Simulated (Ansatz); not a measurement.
H$_{4}$P, charge +1, singlet, at a GFN2-xTB geometry. Base run: Ansatz (a first-principles code) with R2SCAN/STO-3G.

The Ansatz input:
Ansatz 0.2 input:
```yaml
crystal:
  periodic: [false, false, false]
  atoms:
    - {symbol: P, position_ang: [-0.00000000, -0.00000000, -0.00000000]}
    - {symbol: H, position_ang: [-0.00987336, 1.28259337, -0.49515063]}
    - {symbol: H, position_ang: [1.12686123, -0.65279636, -0.44086058]}
    - {symbol: H, position_ang: [-1.11826107, -0.66909633, -0.43831456]}
    - {symbol: H, position_ang: [0.00127320, 0.03929932, 1.37432577]}
basis:
  gaussian:
    orbitals: STO-3G
hamiltonian:
  xc: r2scan
total_charge: 1
```

The base run was repeated with changes; each row names its change, and settings that it needs were set with it.

```json
[
 {"change": "base", "ΔE vs base (mEh)": "0.000"},
 {"change": "final_grid = 6, 12, 29", "ΔE vs base (mEh)": "0.199"},
 {"change": "fitting.mean_field = cc-pVTZ-JKFIT", "ΔE vs base (mEh)": "-0.232"},
 {"change": "forces = on", "ΔE vs base (mEh)": "0.000"},
 {"change": "fitting.mean_field = def2-universal-JKFIT", "ΔE vs base (mEh)": "-0.770"},
 {"change": "lower_state_search = full", "ΔE vs base (mEh)": "0.000"},
 {"change": "final_grid = 14, 28, 59", "ΔE vs base (mEh)": "0.002"},
 {"change": "final_grid = 4, 8, 17", "ΔE vs base (mEh)": "-1.680"},
 {"change": "nuclear_model = gaussian", "ΔE vs base (mEh)": "0.158"},
 {"change": "lower_state_search = off", "ΔE vs base (mEh)": "0.000"},
 {"change": "final_grid = 10, 20, 41", "ΔE vs base (mEh)": "-0.008"}
]
```
